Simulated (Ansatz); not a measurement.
Reaction (substitution at a C–B bond): `N=C(O)BN` + CH₃OH → `COC(=N)O` + `BN`

Program: Ansatz. Geometries: PBE0-D4/def2-TZVP. ΔE: electronic, gas phase. CCSD(T)/CBS adds triple-zeta CCSD(T) − MP2 to the extrapolated MP2 energy (def2 sets, frozen cores). This one scheme is used for every species. Functionals use def2-TZVPP. One conformer a species, not always the lowest.

`N=C(O)BN`:

Cartesian coordinates in Å:
```
N -0.245 -1.346 -1.512
C 0.163 -0.473 -0.687
O 1.410 0.029 -0.842
B -0.630 0.123 0.543
N -0.019 1.071 1.337
H -1.191 -1.634 -1.279
H 1.789 -0.408 -1.619
H -1.743 -0.250 0.774
H -0.453 1.498 2.136
H 0.919 1.389 1.148
```

CH₃OH:

Z-matrix (Å, degrees):
```
C
O 1 1.409
H 1 1.097 2 112.4
H 1 1.090 2 107.0 3 -118.5
H 1 1.097 2 112.4 3 123.0
H 2 0.959 1 108.5 3 -61.6
```

`COC(=N)O`:

```xyz
10

C     0.609    0.846    0.986
O     0.817   -0.334    0.240
C    -0.159   -0.686   -0.600
N    -1.267   -0.132   -0.852
O     0.213   -1.813   -1.210
H     1.494    0.971    1.606
H    -0.273    0.757    1.628
H     0.500    1.714    0.329
H    -1.422    0.714   -0.320
H    -0.512   -2.036   -1.806
```

`BN`:

```xyz
6

B     0.141   -0.662    0.090
N    -0.145    0.681   -0.093
H    -0.624   -1.481   -0.332
H     1.144   -0.969    0.666
H     0.452    1.421    0.235
H    -0.969    1.010   -0.567
```

(1) Is it downhill or uphill in electronic energy at CCSD(T)/CBS, and by how much? (An estimate is asked.)

(2) What do these levels give: ωB97X-V, B2PLYP, MP2/def2-SVP, CCSD/def2-SVP, SCS-MP2/def2-TZVPP, CCSD/CBS(def2)? (Best estimate.)

(3) What do rigid-rotor, harmonic-oscillator terms from PBE0-D4/def2-TZVP frequencies (298.15 K, 1 bar) make of the CCSD(T)/CBS value? (Best estimate.)

Largest T1 diagnostic among the species: 0.014.

Answers

(1) Computed: Uphill: ΔE = +0.35 eV.

(2) The calculation gave: ωB97X-V 0.22, B2PLYP 0.28, MP2/def2-SVP 0.17, CCSD/def2-SVP 0.18, SCS-MP2/def2-TZVPP 0.29, CCSD/CBS(def2) 0.35 eV.

(3) Ansatz gave: ΔZPE = -0.03 eV, ΔH = +0.31 eV, ΔS = -17 J/(mol·K), ΔG = +0.36 eV.

At CCSD(T), def2-SVP lies −0.17 eV from the extrapolated value and def2-TZVPP −0.05 eV. Leaving LDA and LC-ωPBE aside and taking each functional with its dispersion term where it has one, the values, not all of them listed here, spread over 0.11 eV, from r2SCAN0-D4 to BLYP-D4. LDA lies −0.11 eV from PBE without D4. In def2-TZVPP, CCSD(T) changes the Hartree–Fock value by +0.16 eV (the triples alone add +0.01 eV) and MP2 by +0.15 eV.
